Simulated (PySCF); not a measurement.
C2H6AlCl. Atoms are numbered in the order given.

```xyz
10

Al    -0.1642    -0.4655     0.3424
H     -0.6471    -1.8829     0.8595
Cl     0.2744     0.9729     1.8295
C      0.0517     0.0438    -1.5302
C     -0.2724    -1.0376    -2.5610
H      1.0898     0.4056    -1.6537
H     -0.5688     0.9442    -1.6977
H     -1.3157    -1.3832    -2.4815
H      0.3649    -1.9281    -2.4382
H     -0.1301    -0.6812    -3.5942
```
Charge 0, spin multiplicity 1.

Geometry: PBE0-D3(BJ)/def2-SVP. The structure was generated by enumeration; whether it is a known compound was not checked. Other conformers were not sampled.

Computed with TDDFT-ωB97X/def2-SVPD (PySCF).

Vertical excitations. The molecule is in vacuum.

```csv
state,energy (eV),λ (nm),f,main pairs
S1,5.51,225,0.001,HOMO→LUMO 96 %
S2,7.16,173,0.011,HOMO−1→LUMO 93 %
S3,7.26,171,0.135,HOMO→LUMO+1 82 %
S4,7.48,166,0.019,HOMO−3→LUMO 93 %
S5,7.61,163,0.044,HOMO−2→LUMO 92 %
S6,7.69,161,0.006,HOMO→LUMO+2 80 %
S7,8.43,147,0.083,"HOMO−2→LUMO+1 65 %, HOMO−2→LUMO+2 22 %"
S8,8.46,147,0.000,HOMO−4→LUMO 75 %
S9,8.47,146,0.015,"HOMO−1→LUMO+1 46 %, HOMO−1→LUMO+2 15 %, HOMO−4→LUMO 14 %"
S10,8.72,142,0.229,HOMO→LUMO+3 61 %
T1,5.24,237,0,HOMO→LUMO 93 %
T2,6.56,189,0,"HOMO→LUMO+1 65 %, HOMO→LUMO+3 22 %"
T3,6.77,183,0,"HOMO−1→LUMO 64 %, HOMO−3→LUMO 27 %"
T4,7.10,175,0,HOMO−2→LUMO 93 %
```
Triplets are in the Tamm–Dancoff approximation, which puts them higher than full response would, so one can lie above its singlet here.
